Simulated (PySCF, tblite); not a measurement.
A complex of BeF2 and fluoride

A gas-phase complex of BeF2 and fluoride; charge -1, singlet. The structure comes from a short search (6 tight-binding starts) and was relaxed by PBE0-D3(BJ)/def2-TZVPD; another way of binding may lie lower. Frequencies by PBE0-D3(BJ)/def2-TZVPD show no clear imaginary mode.

Parts: 1 = BeF2 ([F][Be][F]), atoms 1–3; 2 = fluoride ([F-]), atoms 4, charge -1.

Coordinates in Å:
```
F1      0.029    0.875   -0.990
Be2     0.547   -0.108   -0.023
F3     -0.278   -0.516    1.129
F4      1.892   -0.684   -0.205
```

```
 contact  kind (by geometry)  distance (Å)  angle (°)
Be2···F4                bond         1.474          -
```

The parts are joined by the bond Be2–F4, so these are energies of forming such bonds; deforming the relaxed parts to their shape in the adduct costs 25.3 kcal/mol, which the interaction energies leave out.

Interaction energies are complex less parts, with the parts frozen as they stand in it; counterpoise-corrected, in kcal/mol (PySCF).

Q: How strongly do the parts interact, level by level?

A: 
| level | interaction | superposition error removed |
| --- | --- | --- |
| wB97M-D3(BJ)/def2-TZVPD | -111.08 | -0.78 |
| PBE0-D3(BJ)/def2-TZVPD | -113.46 | -0.88 |

Q: What holds them together? Decompose the wB97M-D3(BJ)/def2-TZVPD energy: frozen parts, their antisymmetrised product, then relaxation.

A: electrostatic -128.5, Pauli repulsion +72.6, orbital relaxation -55.5, dispersion correction -0.5 kcal/mol, which sum to the value before the counterpoise correction; the Pauli term holds the exchange-correlation of the frozen density too. Of the attraction, 70 % is electrostatic, 30 % is orbital relaxation, 0 % is dispersion correction.

The parts were also relaxed and run alone, at the levels used for the complex: shieldings by PBE0/aug-pcSseg-2.

Q: How do these values change when the complex forms?

A: 
| property | alone | in the complex | change |
| --- | --- | --- | --- |
| shielding of Be2 (ppm) | 105.5 | 105.1 | -0.4 |
| shielding of F4 (ppm) | 479.9 | 396.8 | -83.1 |

Q: What are the binding energy from relaxed parts (wB97M-D3(BJ)/def2-TZVPD), and ΔH and ΔG of association at 298.15 K and 1 atm?

A: -85.78 kcal/mol, -84.43 with zero-point energy; ΔH -85.4 and ΔG -77.7 kcal/mol, from harmonic vibrations by PBE0-D3(BJ)/def2-TZVPD with low modes damped.
